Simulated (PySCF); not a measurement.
# Excitation energy of F+ by level of theory

F+ [He] 2s2 2p4 (3P) → F+ [He] 2s1 2p5 (3P), as a difference of total energies. All numbers are calculated (PySCF 2.14, no relativity, point nucleus, in aug-cc-pVDZ (4s3p2d, 23 functions)). Correlated levels: valence: 1s2 frozen. The calculations carry no spin-orbit coupling.

| method | excitation energy (eV) | error (eV) |
| --- | --- | --- |
| UHF | 21.853 | +1.422 |
| LDA | 18.553 | -1.878 |
| PBE | 18.823 | -1.608 |
| PBE0 | 19.622 | -0.809 |
| r2SCAN | 19.662 | -0.769 |
| BP86 | 18.826 | -1.605 |
| TPSS | 19.446 | -0.985 |
| LC-wPBE | 19.113 | -1.318 |
| BLYP | 18.738 | -1.693 |
| MP2 (valence) | 20.930 | +0.499 |
| SCS-MP2 (valence) | 20.832 | +0.401 |

Reference: 20.431 eV (measured; NIST levels, between the centres of gravity of the two terms).

Errors of the correlated levels include the incompleteness of this basis and the frozen core.
